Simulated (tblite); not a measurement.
C₇H₉OPS.
Numbering: `[CH3:1][S:2][c:3]1[o:4][cH:5][p:6][c:7]1[CH:8]1[CH2:9][CH2:10]1` (hydrogens: H11, H12, H13 on C1; H14 on C5; H15 on C8; H16, H17 on C9; H18, H19 on C10)

Geometry (GFN2-xTB, Å), atoms numbered from 1 in this order:
```xyz
19
C7H9OPS angstrom
C      3.2328   -1.3929    0.3932
S      1.4322   -1.5969    0.5094
C      0.9093   -0.0021   -0.0088
O      1.8594    0.8876   -0.3182
C      1.3092    2.0555   -0.6939
P     -0.3947    2.1192   -0.6861
C     -0.3820    0.4285   -0.1296
C     -1.5647   -0.3913    0.1596
C     -2.8050   -0.2030   -0.6705
C     -2.7845    0.2653    0.7458
H      3.6619   -2.3411    0.6997
H      3.5074   -1.1670   -0.6327
H      3.5527   -0.5987    1.0610
H      2.0138    2.8234   -0.9590
H     -1.3212   -1.3953    0.4879
H     -3.3882   -1.0752   -0.9221
H     -2.7643    0.5438   -1.4508
H     -2.7304    1.3297    0.9254
H     -3.3536   -0.2804    1.4825
```

Computed values, GFN2-xTB/tblite, gas phase, harmonic and unscaled. The method is semi-empirical: single wavenumbers can be off by several per cent or more. One conformer, not necessarily the lowest.

Harmonic wavenumbers (cm⁻¹): 34.0, 48.8, 112.2, 127.5, 159.0, 179.6, 193.4, 248.2, 357.2, 401.3, 435.5, 489.0, 563.8, 564.5, 676.6, 694.7, 731.5, 799.2, 861.9, 862.3, 940.6, 947.3, 956.0, 956.3, 961.4, 1032.4, 1067.4, 1069.8, 1089.6, 1100.0, 1151.4, 1205.6, 1228.1, 1244.0, 1268.8, 1315.9, 1357.0, 1424.8, 1440.4, 1441.2, 1474.0, 1523.4, 3034.6, 3038.8, 3039.7, 3063.8, 3071.5, 3074.3, 3092.3, 3107.2, 3123.7.

A = 1516, B = 787.6, C = 542.1 MHz; mass 172.011 u (most abundant isotopes); point group Cs, symmetry number 1.

Question: What is the zero-point energy?

Answer: ½Σν̃ = 31191 cm⁻¹ = 89.18 kcal/mol.

Question: Give the ideal-gas entropy at 298.15 K and 1 bar in the rigid-rotor, harmonic-oscillator model (classical rotation).

Answer: Translation 41.36, rotation 30.59, vibration 32.82: S = 104.8 cal/(mol K).

Question: And Cp and H(298.15 K) − H(0)?

Answer: Cp = 40.66 cal/(mol K), of which vibrations give 32.71 (their classical limit is 51 R = 101.3); H(298.15 K) − H(0) = 7.35 kcal/mol without the zero-point energy, 4.98 from vibrations.

Question: Blend soft modes into free rotors: weight 1/[1 + (100 cm⁻¹/ν̃)⁴] for the oscillator and the rest for a rotor with moment μB/(μ + B), μ = h/(8π²ν), B = 10⁻⁴⁴ kg m². What vibrational entropy results?

Answer: 29.66 cal/(mol K) in place of 32.82, which changes −T·S at 298.15 K by +0.94 kcal/mol.

Question: How do the functions run with temperature in this model?

Answer: 
```
T (K)  S (cal/(mol K))  Cp (cal/(mol K))  H − H(0) (kcal/mol)  G − H(0) (kcal/mol)  ln q(vib)
  100             73.9              20.1                 1.40                -5.99       2.32
  200             90.8              29.9                 3.90               -14.27       5.30
  300            105.0              40.9                 7.43               -24.08       8.16
  500            130.7              60.2                17.66               -47.70      13.74
  800            163.2              77.5                38.59               -91.97      21.70
 1000            181.3              84.7                54.86              -126.46      26.59
```

q(vib) and H(0) count from the zero-point level.

Question: Which modes carry the vibrational entropy at 298.15 K?

Answer: 34.0 cm⁻¹: 5.58; 48.8 cm⁻¹: 4.87; 112.2 cm⁻¹: 3.23; 127.5 cm⁻¹: 2.98; 159.0 cm⁻¹: 2.56; 179.6 cm⁻¹: 2.33 cal/(mol K); the other 45 give 11.27 together.

Hindered rotation and anharmonicity are outside this model. Other conformers, if any are populated, would add a mixing term that is left out.
